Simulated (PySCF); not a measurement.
Al(Cl)2(Et) (C₂H₅AlCl₂), SMILES [Cl][Al]([Cl])[CH2]C.

Geometry: ωB97X-D3(BJ)/def2-SVP. The structure was generated by enumeration; whether it is a known compound was not checked. One conformer was computed; it need not be the lowest.

Two levels are set side by side: TDDFT-PBE/def2-SVPD (PySCF) and TDDFT-PBE0/def2-SVPD (PySCF). Vertical, same geometry. The lowest singlet is HOMO→LUMO 99 % with PBE and HOMO→LUMO 99 % with the other functional; states are paired by order. Differences are taken from unrounded values.

| quantity | TDDFT-PBE0 |
|---|---|
| lowest singlet excitation (eV) | 6.09 |
| lowest triplet excitation (TDA) (eV) | 5.64 |
| first bright state (f over 0.05) (eV) | 6.55 |
| its oscillator strength | 0.14 |

Problem. What does TDDFT-PBE give, and how far is it from TDDFT-PBE0? (The exact figures need the calculation; the answer reports its results.)

Solution. 
```tsv
quantity	TDDFT-PBE	TDDFT-PBE minus TDDFT-PBE0
lowest singlet excitation (eV)	5.54	-0.55
lowest triplet excitation (TDA) (eV)	5.15	-0.49
first bright state (f over 0.05) (eV)	5.90	-0.65
its oscillator strength	0.11	-0.03
```

Functionals without exact exchange tend to place singlet excitations lower, as here. Differences between two approximate levels are no errors against the true value.

Rough cost on one machine, each run with all the roots and properties that it gave: TDDFT-PBE0 against TDDFT-PBE about 4 times.
